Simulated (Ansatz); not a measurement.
IRb (SMILES [Rb][I]), singlet, geometry from GFN2-xTB (such geometries of metal compounds can be far from the true shape) (all electrons, no relativity); HF/3-21G (Ansatz, a program for electronic structure).

Input for Ansatz:
Ansatz 0.2 input:
```yaml
crystal:
  periodic: [false, false, false]
  atoms:
    - {symbol: Rb, position_ang: [-0.00000000, -0.00000000, -1.91534858]}
    - {symbol: I, position_ang: [0.00000000, 0.00000000, 1.33713014]}
basis:
  gaussian:
    orbitals: 3-21G.json
hamiltonian:
  xc: hf
```
The basis file holds 3-21G in the JSON format of the Basis Set Exchange.

### Question
Write the output that Ansatz gives for this input, abridged.

### Answer

```
Functional definition: HF
644 factors; integrals over basis functions are off by at most 7.4e-4 eV
mean field evaluation 1: about -267015.0299 eV, gradient 1.4e1 eV
mean field evaluation 2: about -267015.0413 eV, gradient 1.4e1 eV
mean field evaluation 4: about -267015.5423 eV, gradient 2.5e-1 eV
mean field evaluation 8: about -267015.5428 eV, gradient 1.7e-5 eV
mean field -267015.54284139 eV, -9812.6402097856 hartree, gradient 1.1e-5 eV, S^2 0.000000; 0 other end points of the search recorded, 0 dependent functions left out
reference -267015.54284139 eV, -9812.6402097856 hartree; 45, 45 occupied and 15, 15 virtual orbitals, 644 factors
Total energy: -267015.54284139 eV, -9812.6402097856 hartree
```
